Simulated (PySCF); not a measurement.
Molecule: C3H11F3Si3, SMILES C[Si](C)(C)[SiH2][Si](F)(F)F. Atoms near the plane z = 0.0 Å, at the GFN2-xTB optimised geometry (x, y, z in Å): Si1 (2.3, -0.9, 0.0), F3 (3.1, -2.3, 0.0), Si5 (0.0, -0.9, 0.0), Si6 (-0.8, 1.3, 0.0), C9 (-2.7, 1.3, 0.0), H18 (-3.1, 0.8, -0.9), H19 (-3.1, 0.8, 0.8), H20 (-3.1, 2.3, 0.0).

Level of theory: CAM-B3LYP/def2-SVP run with PySCF. Cells within 0.4 Å of a nucleus heavier than hydrogen are left out (blank, or x). The values are rescaled to run from 0 to 1.

```
|333333333333333333333333333|
|333333333333333333333333333|
|333333333333333333333333333|
|333333333333333333333333333|
|333333333333333333333333333|
|333333333333333333333333333|
|333334433222223333333333333|
|333345533221222333333333333|
|333346632110112333333333333|
|333345631012122333333333333|
|333345xx002x344333333333333|
|333333201244665433333333333|
|333333222468986433333333333|
|333333333468996432333333333|
|333333333468865321233333333|
|3333333334564x3101xx3333333|
|3333333333443x1000x33333333|
|333333333332100000234222333|
|33333333333211111224xx12333|
|33333333332222222234xx12333|
|333333333332222222333223333|
|333333333333222223333333333|
|333333333333333333333333333|
|333333333333333333333333333|
|333333333333333333333333333|
|333333333333333333333333333|
|333333333333333333333333333|
```
Scale: ten equal steps from 0.000 (start of '0') to 1.00 (end of '9'), in the order '0123456789'; x runs from -5.50 to 5.50, y from -5.50 (bottom) to 5.50 (top).

**Question.** Which quantity is mapped?
A. Laplacian of the electron density
B. an orbital amplitude
C. deformation density (molecule minus spherical neutral atoms)
D. electrostatic potential

**Answer.** B, an orbital amplitude. In full: HOMO amplitude (bohr^(-3/2)).
